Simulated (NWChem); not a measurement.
Molecule: HTeCl; SMILES Cl[TeH]

```xyz
3

Te     0.0277     0.5744     0.0000
H     -1.6369     0.6978     0.0000
Cl     0.0117    -1.7981     0.0000
```
Atoms are numbered in this order, from 1.

Program: NWChem. All runs use the structure optimised with PBE0/def2-SVP. def2 effective core potentials on Te; no spin-orbit coupling. Ions are spin-unrestricted doublets at the neutral geometry; other ion states weren't tried.

| level | vertical ionisation energy, ΔSCF (eV) | −ε(HOMO) (eV) | ΔSCF minus −ε(HOMO) (eV) |
|---|---|---|---|
| B3LYP/def2-SVPD | 9.00 | 6.49 | 2.51 |
| PBE/def2-SVPD | … | … | … |
| Hartree-Fock/def2-SVPD | 8.29 | 9.15 | -0.86 |
| M06-2X/def2-SVPD | 8.94 | 7.86 | 1.08 |
| BHandHLYP/def2-SVPD | 9.00 | 7.66 | 1.34 |

Problem. Complete the blanks.

Solution. 
- PBE/def2-SVPD, vertical ionisation energy, ΔSCF (eV): 8.81
- PBE/def2-SVPD, −ε(HOMO) (eV): 5.61
- PBE/def2-SVPD, ΔSCF minus −ε(HOMO) (eV): 3.20
